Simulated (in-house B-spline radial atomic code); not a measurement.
A fraction x of an electron is removed from 2p in Si4+, starting from [He] 2s2 2p6 and keeping the highest spin. Computed with a radial B-spline atomic code at the basis-set limit: non-relativistic LC-wPBE, spin-polarised, spherical fractional occupations, point nucleus.

Caution: exact exchange at fractional occupations of open shells leaves self-interaction of up to several eV.

| x | E(x) - E(0) (eV) | 2p down level (eV) |
| --- | --- | --- |
| 0 | 0.0000 | -154.485 |
| 0.11 | 17.1906 | -158.076 |
| 0.17 | 26.7343 | -160.046 |
| 0.31 | 49.4647 | -164.679 |
| 0.44 | 71.1549 | -169.022 |
| 0.5 | 81.3568 | -171.040 |
| 0.64 | 105.6337 | -175.780 |
| 0.77 | 128.7734 | -180.220 |
| 0.88 | 148.8057 | -184.006 |
| 1 | 171.1363 | -188.166 |

The exact functional would give a straight line between the two integer points. Deviations E(x) - E(0) - x[E(1) - E(0)], in eV: -1.634 at x = 0.11, -2.359 at x = 0.17, -3.588 at x = 0.31, -4.145 at x = 0.44, -4.211 at x = 0.5, -3.894 at x = 0.64, -3.002 at x = 0.77, -1.794 at x = 0.88.

The curve lies below the straight line by up to 4.211 eV (at x = 0.5): convex, the delocalisation error, to which spherically averaged exact exchange adds.

Problem. How well does Slater's transition state (minus the level at half occupation) give the ionisation energy?

Solution. It gives 171.040 eV against 171.136 eV from the two total energies; NIST lists 166.77 eV, ground level to ground level. The end point has an open shell averaged over its orbitals, so its exact exchange keeps a self-interaction and this is no true integer point.
